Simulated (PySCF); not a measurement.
AlH2Br, SMILES [Br][AlH2]. Atoms are numbered in the order given.

```xyz
4

Al     0.0000     0.0000     1.5578
H      0.0000     1.3910     2.2846
H      0.0000    -1.3910     2.2846
Br     0.0000     0.0000    -0.7092
```

The structure is a stationary point at B3LYP-D3(BJ)/def2-TZVP.

Method: KT2/pcSseg-2 run with PySCF.

GIAO shieldings, no solvent; atoms alike by connectivity are averaged. δ = σ(ref) − σ: ¹H against TMS (σ = 31.47 ppm), references at their B3LYP-D3(BJ)/def2-TZVP geometries, non-relativistic (without spin–orbit terms, shifts of atoms bonded to Cl or Br come out too high).

| nucleus | atoms | count | δ (ppm) |
|---|---|---|---|
| ¹H | H2, H3 | 2 | 5.73 |
